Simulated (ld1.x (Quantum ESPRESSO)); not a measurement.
**Configuration tests for As (ultrasoft)**

arsenic, ultrasoft, made with ld1.x (Quantum ESPRESSO) 7.5 (PBEsol, scalar-relativistic). Core [Ar] 3d10, reference 4s2 4p3. Waves: 4s (bound): rcut 1.10, rcutus 1.45 bohr; 4s channel at -0.45 Ry: rcut 1.10, rcutus 1.45 bohr; 4p (bound): rcut 1.25, rcutus 1.70 bohr; 4p channel at 1.15 Ry: rcut 1.25, rcutus 1.70 bohr; 4d channel at -0.05 Ry: rcut 1.35, rcutus 1.60 bohr; 4d channel at 0.75 Ry: rcut 1.35, rcutus 1.60 bohr. Local part: all-electron potential smoothed inside 1.30 bohr (lloc = -1). Core correction: a·sin(br)/r model core, default radius (core density twice the valence density). Augmentation charge: built from norm-conserving waves at rcut, not smoothed further.

Energies are relative to the spin-unpolarised reference configuration 4s2 4p3; without spin polarisation the order of configurations can differ from experiment.

| valence configuration | charge | ΔE all-electron (eV) | error AE − PS (meV) |
| --- | --- | --- | --- |
| 4s2 4p2 | +1 | 9.158 | -4.5 |
| 4s2 4p1 | +2 | 27.099 | -31 |
| 4s2 4p0 | +3 | 54.822 | -119 |
| 4s1 4p3 | +1 | 19.273 | -25 |
| 4s2 4p3.3 | -0.3 | -1.234 | +0.1 |
| 4s0 4p5 | 0 | 19.073 | -40 |

Question: What are ΔE and the potential's error for 4s1 4p4?

Answer: ΔE = 9.425 eV all-electron; the error (AE − PS) is -10 meV.

Note: ghost states, extra bound levels that the all-electron valence spectrum of the same l lacks: s at -27.2 eV, d at -24.0 eV. A true bound ghost makes a file unfit for plane-wave use.
